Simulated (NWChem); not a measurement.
## Polarisability of H₂BF

```
B
F 1 1.3265
H 1 1.2183 2 117.59
H 1 1.2183 3 124.82 2 180.00
```
Charge 0, spin multiplicity 1.

Everything below was run with NWChem. All single points use one geometry, from PBE/def2-SVP, a minimum by its harmonic frequencies.

Basis set: 6-31G*. The field's frequency is 0.0428 Ha (1065 nm). This basis has no diffuse functions, which lowers polarisabilities.

The correlated methods keep 2 core orbitals frozen. B3LYP has NWChem's definition, with VWN1-RPA local correlation. The Pople sets run with spherical d functions. The structure started from a generated list of species. Coupled-cluster values serve here as a point of comparison, not as the truth.

**Question.** Order these methods by the isotropic polarisability they give, lowest first: CCSD linear response, BHandHLYP, HF, B3LYP, PBE.

**Answer.** HF (12.11 bohr³), BHandHLYP (12.55 bohr³), CCSD linear response (12.79 bohr³), B3LYP (12.95 bohr³), PBE (13.40 bohr³)
